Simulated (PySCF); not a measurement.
C2H5ClO2Si, SMILES ClC(=C)[SiH](O)O.

Geometry: B3LYP-D3(BJ)/def2-SVP. This is a generated structure with no PubChem entry under its InChIKey; it may be hypothetical. Other conformers were not sampled.

Level of theory: TDA-PBE/def2-SVPD (PySCF).

Vertical excitations. Gas-phase values at a fixed geometry.

```json
[
 {"state": "S1", "energy (eV)": "5.30", "λ (nm)": "234", "f": "0.002", "main pairs": "HOMO−1→LUMO 98 %"},
 {"state": "S2", "energy (eV)": "5.98", "λ (nm)": "207", "f": "0.024", "main pairs": "HOMO−2→LUMO 29 %, HOMO→LUMO+1 27 %, HOMO→LUMO 25 %, HOMO→LUMO+2 10 %"},
 {"state": "S3", "energy (eV)": "6.01", "λ (nm)": "206", "f": "0.008", "main pairs": "HOMO−2→LUMO 64 %, HOMO→LUMO+1 29 %"},
 {"state": "S4", "energy (eV)": "6.08", "λ (nm)": "204", "f": "0.055", "main pairs": "HOMO→LUMO+1 41 %, HOMO→LUMO 29 %, HOMO→LUMO+2 8 %"},
 {"state": "S5", "energy (eV)": "6.30", "λ (nm)": "197", "f": "0.024", "main pairs": "HOMO→LUMO+2 68 %"},
 {"state": "S6", "energy (eV)": "6.36", "λ (nm)": "195", "f": "0.003", "main pairs": "HOMO−3→LUMO 89 %"},
 {"state": "S7", "energy (eV)": "6.51", "λ (nm)": "190", "f": "0.048", "main pairs": "HOMO−1→LUMO+1 68 %"},
 {"state": "S8", "energy (eV)": "6.62", "λ (nm)": "187", "f": "0.015", "main pairs": "HOMO−1→LUMO+2 66 %, HOMO−4→LUMO 22 %"},
 {"state": "S9", "energy (eV)": "6.67", "λ (nm)": "186", "f": "0.013", "main pairs": "HOMO−4→LUMO 66 %, HOMO−1→LUMO+2 24 %"},
 {"state": "S10", "energy (eV)": "6.78", "λ (nm)": "183", "f": "0.007", "main pairs": "HOMO→LUMO+3 93 %"},
 {"state": "T1", "energy (eV)": "3.99", "λ (nm)": "311", "f": "0", "main pairs": "HOMO→LUMO 96 %"},
 {"state": "T2", "energy (eV)": "4.97", "λ (nm)": "249", "f": "0", "main pairs": "HOMO−1→LUMO 99 %"},
 {"state": "T3", "energy (eV)": "5.62", "λ (nm)": "221", "f": "0", "main pairs": "HOMO→LUMO+1 98 %"},
 {"state": "T4", "energy (eV)": "5.88", "λ (nm)": "211", "f": "0", "main pairs": "HOMO−2→LUMO 100 %"}
]
```
Triplets are in the Tamm–Dancoff approximation.
